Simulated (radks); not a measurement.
Valence configurations of Lu II (all share [Xe]). All-electron calculation, scalar-relativistic Kohn-Sham, r2SCAN, spin-polarised, spherical densities, finite nucleus; open shells are filled with parallel spins first (spin-orbit coupling, left out, can overturn this in heavy ions); meta-GGA in the generalised Kohn-Sham scheme; Fermi nuclear charge, rms radius 5.37 fm. Program: a radial shooting solver on a logarithmic mesh with Libxc functionals. Energies are relative to 4f14 6s2; eigenvalues in eV for spin up.

valence               E (eV)  moment (Bohr magnetons)    e(4f)    e(5d)   e(6p)    e(6s)
4f14 6s2               0.000                        0  -18.671        -       -  -11.127
4f14 5d1 6s1           1.307                        2  -16.350   -8.240       -  -10.955
4f14 5d2               3.902                        2  -14.419   -7.115       -        -
4f13 5d1 6s2          12.105                        2  -26.976  -11.151       -  -12.067
4f13 5d1 6s1.5 6p0.5  14.138                        3  -27.680  -11.835  -7.647  -12.872
4f13 5d2 6s0.5 6p0.5  14.222                        4  -25.004  -10.522  -7.048  -11.948
4f13 5d0.5 6s2 6p0.5  14.331                        2  -29.076  -12.395  -7.772  -13.009
4f13 6s2 6p1          16.741                        2  -31.176        -  -8.545  -13.880
4f12.5 5d1 6s2 6p0.5  22.726                        3  -33.479  -13.469  -7.925  -13.403
4f12 5d2 6s2          29.348                        4  -35.772  -13.152       -  -12.775

NIST lists [Xe] 4f14 6s2 as the ground configuration; this level of theory agrees among the configurations tried. The energies are those of spherical high-spin densities, not of single terms.
